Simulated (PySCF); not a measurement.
Gas-phase reaction: HfO₂ + 3 ClO + HO₂ → HfCl₃OH + 3 O₂, at 1600 K and a standard pressure of 1 bar. Level: PBE/def2-TZVP†.

Method: PySCF energies plus ideal-gas RRHO corrections (1 bar). † marks an energy on the PBE0/def2-TZVP geometry and frequencies. Open shells (unrestricted): ClO (multiplicity 2, electronic degeneracy 4), HO₂ (multiplicity 2), O₂ (multiplicity 3); the rest are closed-shell singlets. Spin-orbit splitting is ignored; it lowers the true energy and changes the entropy of ClO. Hf: scalar-relativistic def2 core potential, no spin-orbit coupling. HfCl₃OH: computed as isolated molecules; such fragments, hydroxides, amides, oligomers or adducts are transient or little studied in the gas. The harmonic model lacks anharmonicity and excited electronic states, which grow with temperature; levels with a mode under 35 cm⁻¹ are left out. Soft modes under 120 cm⁻¹ make the harmonic entropy rough for HfCl₃OH.

```csv
species,E (Ha),H(1600 K) − E (kJ/mol),S°(1600 K) (J/mol/K)
HfO₂,-198.43714,94.6,364.8
ClO,-535.09658,60.6,285.3
HO₂,-150.82759,106.4,300.2
HfCl₃OH,-1504.22261,225.9,592.8
O₂,-150.24801,62.4,259.2
```
E: electronic energy; H − E holds the zero-point and thermal terms. 1 Ha = 2625.5 kJ/mol.

Problem. Work out ΔH°, ΔS°, ΔG° and log10 K from these numbers.

Solution. 1. ΔE = 1×(-1504.22261) + 3×(-150.24801) − 1×(-198.43714) − 3×(-535.09658) − 1×(-150.82759) = -0.41217 Ha = -1082.2 kJ.
2. Δ(H − E) = 1×(225.9) + 3×(62.4) − 1×(94.6) − 3×(60.6) − 1×(106.4) = 30.3 kJ, so ΔH° = -1051.9 kJ.
3. ΔS° = 1×(592.8) + 3×(259.2) − 1×(364.8) − 3×(285.3) − 1×(300.2) = -150.5 J/K; the number of gas molecules changes by -1.
4. ΔG° = ΔH° − TΔS° = -1051.9 − 1600×(-150.5)/1000 = -811.1 kJ.
5. log10 K = −ΔG°/(RT ln 10) = 26.48, with RT ln 10 = 30.63 kJ/mol; at standard pressures the products are favoured.
6. A shift of 10 kJ in ΔE would move log10 K by 0.33 here.
For scale, ΔH°(298 K) is -1073 kJ at this level, -1177 kJ at ωB97M-V/def2-TZVP†, and runs from -1296 to -1041 kJ over the 12 levels computed.
